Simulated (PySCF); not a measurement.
Species: H7PPbSi.
Atom-mapped SMILES: `[PH2:1][SiH2:2][PbH3:3]` (hydrogens: H4, H5 on P1; H6, H7 on Si2; H8, H9, H10 on Pb3)

Cartesian coordinates in Å at the PBE0-D3(BJ)/def2-SVP level; atoms count from 1:
```xyz
10
H7PPbSi angstrom
P      2.105    0.873    0.695
Si     0.598   -0.651   -0.044
Pb    -1.797    0.171    0.601
H      3.195    0.333   -0.057
H      1.764    1.829   -0.310
H      0.671   -0.908   -1.516
H      0.865   -1.936    0.672
H     -3.035   -0.943    0.020
H     -2.133    1.761   -0.087
H     -1.962    0.302    2.352
```

Method used: PySCF 2.14.0, PBE0-D3(BJ)/def2-SVP geometry optimisation, gas phase, def2 core potentials past Kr.

Take the most abundant isotopes and a rigid rotor. The values belong to one conformer with, in the numbering `[PH2:1][SiH2:2][PbH3:3]`, H–P1–Si2–Pb3 -167° and -73°.

Question: Give the principal moments of inertia and the rotational constants in GHz.

Answer: Ia = 63.39, Ib = 551.58, Ic = 597.12 u·Å²; 505379 MHz·u·Å²/I gives 7973, 916.2 and 846.4 MHz, that is A = 7.9729, B = 0.9162, C = 0.8464 GHz.

Question: What kind of rotor is it?

Answer: A near-prolate asymmetric top. Ray's parameter κ = (2B − A − C)/(A − C) = -0.980; −1 is the prolate and +1 the oblate limit.

Question: What does the inertial defect say?

Answer: Not planar: Δ = Ic − Ia − Ib = -17.85 u·Å². For a rigid frame Δ = −2 Σ m c², so Σ m c² = 8.92 u·Å² lies off the ab plane: 8.83 from hydrogen and 0.09 from heavier atoms. The atom farthest from that plane is 1.47 Å away.

Question: Give the other two planar moments, Paa and Pbb, and the rms extents of the mass along the axes.

Answer: Paa = Σ m a² = (Ib + Ic − Ia)/2 = 542.66 and Pbb = Σ m b² = (Ia + Ic − Ib)/2 = 54.46 u·Å². With the mass M = 273.98 u, the rms extents √(P/M) along a, b and c are 1.41, 0.45, 0.18 Å.

Question: Which types of transition are allowed, and where do some lines up to J = 3 fall?

Answer: The dipole components are |μa| = 0.46 D, |μb| = 0.63 D, |μc| = 0.67 D. The squared components, which scale the intensities, stand as 0.48 : 0.91 : 1.00 (a : b : c). Some lines, for components of 0.1 D or more:

| type | branch | J(Ka,Kc) | MHz | lower level (cm⁻¹) |
| --- | --- | --- | --- | --- |
| a | R | 1(0,1) ← 0(0,0) | 1763 | 0.000 |
| a | R | 2(1,2) ← 1(1,1) | 3455 | 0.294 |
| a | R | 3(0,3) ← 2(0,2) | 5286 | 0.176 |
| a | R | 3(2,2) ← 2(2,1) | 5288 | 1.123 |
| a | R | 3(2,1) ← 2(2,0) | 5290 | 1.123 |
| c | Q | 1(1,1) ← 1(0,1) | 7057 | 0.059 |
| b | Q | 1(1,0) ← 1(0,1) | 7127 | 0.059 |
| b | Q | 2(1,1) ← 2(0,2) | 7197 | 0.176 |
| b | Q | 3(1,2) ← 3(0,3) | 7303 | 0.353 |
| b | R | 1(1,1) ← 0(0,0) | 8819 | 0.000 |
| c | R | 1(1,0) ← 0(0,0) | 8889 | 0.000 |
| b | R | 2(1,2) ← 1(0,1) | 10512 | 0.059 |
| b | R | 3(1,3) ← 2(0,2) | 12170 | 0.176 |
| c | R | 3(1,2) ← 2(0,2) | 12589 | 0.176 |
| c | Q | 3(2,2) ← 3(1,2) | 21065 | 0.596 |
| b | Q | 2(2,1) ← 2(1,2) | 21380 | 0.409 |
| b | Q | 3(2,2) ← 3(1,3) | 21485 | 0.582 |
| b | R | 2(2,0) ← 1(1,1) | 24835 | 0.294 |
| b | R | 3(2,2) ← 2(1,1) | 26458 | 0.416 |
| c | R | 3(2,2) ← 2(1,2) | 26667 | 0.409 |
| b | R | 3(3,1) ← 2(2,0) | 40745 | 1.123 |
| c | R | 3(3,0) ← 2(2,0) | 40745 | 1.123 |
| c | R | 3(3,1) ← 2(2,1) | 40746 | 1.123 |

Not checked by PBE0-D3(BJ)/def2-SVP frequencies. These are rigid-rotor constants of the computed structure; measured ground-state constants (B0) also hold zero-point vibration. A rigid rotor knows nothing of internal rotation, which can split or shift real lines.
